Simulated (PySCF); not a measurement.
Excitations are Tamm–Dancoff values on a coarser integration grid. The basis has no diffuse functions, so Rydberg states are missing or too high.

## H9GaSi3, SMILES `[SiH3][Ga]([SiH3])[SiH3]` (charge 0, multiplicity 1)

These are PBE-D3(BJ)/def2-TZVP // B3LYP-D3(BJ)/def2-TZVP (PySCF 2.14.0) values and carry that method's errors.

HOMO: -6.27 eV
dipole moment: 0.06 D
HOMO–LUMO gap: 2.91 eV
LUMO: -3.36 eV
S1 excitation (TDA): 3.14 eV
S1 oscillator strength: 0.000
T1 excitation (TDA): 2.63 eV
S1–T1 gap (TDA): 0.51 eV
total energy: -76137.51 eV
cost: very roughly 11 core-minutes

Bonded distances (Å): Si1–Ga2 2.430, Si1–H5 1.486, Si1–H6 1.488, Si1–H7 1.485, Ga2–Si3 2.430, Ga2–Si4 2.431, Si3–H8 1.485, Si3–H9 1.489, Si3–H10 1.485, Si4–H11 1.489, Si4–H12 1.485, Si4–H13 1.485. Bond angles (°): Ga2–Si1–H5 111.5, Ga2–Si1–H6 108.4, Ga2–Si1–H7 113.5, H5–Si1–H6 107.5, H5–Si1–H7 108.1, H6–Si1–H7 107.7, Si1–Ga2–Si3 121.1, Si1–Ga2–Si4 119.1, Si3–Ga2–Si4 119.8, Ga2–Si3–H8 112.7, Ga2–Si3–H9 108.0, Ga2–Si3–H10 112.6, H8–Si3–H9 107.6, H8–Si3–H10 108.2, H9–Si3–H10 107.5, Ga2–Si4–H11 107.9, Ga2–Si4–H12 112.9, Ga2–Si4–H13 112.6, H11–Si4–H12 107.6, H11–Si4–H13 107.5, H12–Si4–H13 108.1.
Charge 0, spin multiplicity 1.
